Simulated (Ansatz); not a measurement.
Geometry optimisation, RKS PBE0-D4/def2-SVP (Ansatz 0.2.0).

input.yaml

```yaml
crystal:
  periodic: [false, false, false]
  atoms:
    - { symbol: Hf, position_ang: [0.0, 0.0, 0.0] }
    - { symbol: Cl, position_ang: [0.0, 0.0, 2.87] }
    - { symbol: Cl, position_ang: [2.3764, 0.0, -0.8392] }
    - { symbol: Cl, position_ang: [-1.1869, 2.0563, -0.8392] }
    - { symbol: Cl, position_ang: [-1.1869, -2.0563, -0.8392] }
    - { symbol: Si, position_ang: [-2.7615, 0.0, 0.9176] }
    - { symbol: H, position_ang: [-3.5495, -0.9102, 0.0916] }
    - { symbol: H, position_ang: [-2.8127, -0.4389, 2.3091] }
    - { symbol: H, position_ang: [-3.3098, 1.3491, 0.813] }
    - { symbol: H, position_ang: [-1.5936, 0.0, 2.2944] }
basis:
  gaussian: { orbitals: def2-SVP }
hamiltonian:
  xc: pbe0
  dispersion: d4
relax:
  f_tol: 0.15
  max_steps: 25
  restrain:
    - { distance: [0, 5], at: 3.81, k: 30.0 }
    - { distance: [9, 1], at: 2.57, k: 30.0 }
    - { distance: [0, 1], at: 2.52, k: 30.0 }
    - { distance: [9, 5], at: 1.46, k: 30.0 }
output:
  orbitals: {}
```

Run as:

```bash
$ ansatz run input.yaml --threads 4 --pin off --max-ram 5120MiB --backend cpu --events-out ev --progress --plain --runs-dir out
```

Task: Where does it end, and by what steps?

Result: The forces met the threshold. The restraints hold the end off the free minimum; the threshold counts their pulls, which the force column leaves out. Restrained pairs: Hf1–Si6 (2.91 → 3.81 Å), Cl2–H10 (1.69 → 2.58 Å), Hf1–Cl2 (2.87 → 2.47 Å), Si6–H10 (1.81 → 1.48 Å). After 8 steps the energy has fallen by 4.301 eV (the restraints' own energy left out); H8 moved furthest, 0.99 Å.

| step | energy less start (eV) | largest force component (eV/Å) | accepted |
| --- | --- | --- | --- |
| 0 | 0.0000 | 2.130 | yes |
| 1 | 0.3620 | 3.842 | yes |
| 2 | 0.1207 | 4.664 | yes |
| 3 | -1.2861 | 3.662 | yes |
| 4 | -2.7706 | 2.003 | yes |
| 5 | -3.5901 | 1.766 | yes |
| 6 | -4.1191 | 1.739 | yes |
| 7 | -4.2905 | 1.619 | yes |
| 8 | -4.3015 | 1.643 | yes |

```xyz
10
Properties=species:S:1:pos:R:3
Hf 0.324 -0.027 0.015
Cl 0.605 0.048 2.463
Cl 2.474 0.044 -0.853
Cl -0.750 1.817 -0.926
Cl -0.583 -2.017 -0.783
Si -3.237 0.029 1.364
H -3.701 -0.771 0.197
H -3.735 -0.560 2.639
H -3.663 1.449 1.231
H -1.759 -0.012 1.429
```

The run took 40 s on 4 threads of Arm Neoverse V1, with other jobs on the host, peak memory 0.41 GiB.
